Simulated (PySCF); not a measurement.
1-hydroxysiletane (C3H8OSi), SMILES C1CC[SiH]1O.

Geometry: PBE-D3(BJ)/def2-SVP. Other conformers were not sampled.

Level of theory: PBE/def2-TZVP in PySCF.

The molecule is in vacuum.

**Question.** Estimate the frontier levels, gap, dipole moment and polarisability. (An estimate is asked for; the answer gives what the named calculation found.)

**Answer.** 
| Quantity | Value |
|---|---|
| highest occupied level | -6.44 eV |
| lowest empty level | -0.40 eV |
| orbital gap | 6.04 eV |
| dipole moment | 0.89 D |
| quadrupole, principal values (traceless, Buckingham form, about the centre of nuclear charge) | -4.56, -1.83, 6.39 D·Å |
| mean static polarisability | 65.4 bohr³ (9.68 Å³) |
| polarisability, principal values | 58.8, 62.8, 74.4 bohr³ |
